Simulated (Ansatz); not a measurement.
Mn₂O₄⁻, relaxed as a doublet with UKS r2SCAN-D4/def2-SVPD in Ansatz, starting from the GFN1-xTB geometry. Force threshold 0.02 eV/Å.

The structure holds one bond between oxygen atoms, so isomers without such links may lie far lower. The charge -1 doublet is spin-contaminated (final ⟨S²⟩ up to 4.41, 0.75 for a pure state). Another isomer (doublet) lies 0.75 eV lower at PBE0-D4/def2-TZVPD; other spin states weren't run for this one.

Start:

```xyz
6

Mn    0.0504   -0.6268   -0.9792
Mn   -0.1653    0.5663    1.2504
O     0.8481    0.8311   -1.4370
O     0.4872    0.9700   -0.1665
O    -0.4642   -2.0266   -1.2981
O    -0.7561    0.2860    2.6304
```

(1) Estimate the energy that the relaxation releases and the steps that it takes.

(2) Does the start keep its bonding and symmetry?

(3) Predict the relaxed structure.

Answers

(1) 73.6 kcal/mol, in 13 steps; 3.1 min on 4 threads of Arm Neoverse V2 on a shared host. No frequencies were taken in this run, so the end may be a saddle point.

(2) By distances, no bond broke or formed. The bond that changes most is Mn2–O4, from 1.61 to 2.01 Å (atoms count from 1).

(3) 
```xyz
6

Mn   -0.166   -0.604   -1.065
Mn   -0.289    0.614    1.242
O     1.278    0.526   -0.823
O     0.043    1.298   -0.616
O    -0.455   -2.129   -1.607
O    -0.411    0.295    2.869
```
Bond lengths (bridged metal pairs left out): 5 × Mn–O 1.64 to 2.01 Å; 1 × O–O 1.47 Å.
